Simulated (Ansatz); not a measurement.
HLiO (SMILES [Li][OH]) moved off its minimum; all values from Ansatz (a first-principles code), cores frozen in correlated methods.
(charge 0, multiplicity 1)
```xyz
3

Li    -0.01136    -0.04944    -1.26863
O      0.02027     0.00971     0.28810
H     -0.03364     0.04894     1.27322
```

```json
[
 {"level": "HF/def2-TZVPP", "largest force (eV/Å)": "3.40", "on atom": "O2", "rms difference from CCSD(T)/aug-cc-pVTZ (eV/Å)": "0.548", "dipole (D)": "4.49"},
 {"level": "PBE/def2-TZVPP", "largest force (eV/Å)": "1.83", "on atom": "O2", "rms difference from CCSD(T)/aug-cc-pVTZ (eV/Å)": "0.281", "dipole (D)": "4.00"},
 {"level": "r2SCAN/def2-TZVPP", "largest force (eV/Å)": "2.30", "on atom": "O2", "rms difference from CCSD(T)/aug-cc-pVTZ (eV/Å)": "0.136", "dipole (D)": "4.23"},
 {"level": "B3LYP/def2-TZVPP", "largest force (eV/Å)": "2.14", "on atom": "O2", "rms difference from CCSD(T)/aug-cc-pVTZ (eV/Å)": "0.200", "dipole (D)": "4.12"},
 {"level": "wB97M-V/def2-TZVPP", "largest force (eV/Å)": "2.32", "on atom": "O2", "rms difference from CCSD(T)/aug-cc-pVTZ (eV/Å)": "0.155", "dipole (D)": "4.18"},
 {"level": "MP2/aug-cc-pVTZ", "largest force (eV/Å)": "2.55", "on atom": "O2", "rms difference from CCSD(T)/aug-cc-pVTZ (eV/Å)": "0.028", "dipole (D)": "4.47"},
 {"level": "CCSD(T)/aug-cc-pVTZ", "largest force (eV/Å)": "2.52", "on atom": "O2", "rms difference from CCSD(T)/aug-cc-pVTZ (eV/Å)": "0.000", "dipole (D)": "4.50"}
]
```

The differences count from one level among others, with limits of its own. Forces at CCSD(T)/aug-cc-pVTZ (eV/Å):

```json
[
 {"atom": "Li1", "Fx": "0.004", "Fy": "-0.029", "Fz": "-0.750"},
 {"atom": "O2", "Fx": "-0.132", "Fy": "0.100", "Fz": "2.516"},
 {"atom": "H3", "Fx": "0.128", "Fy": "-0.071", "Fz": "-1.765"}
]
```
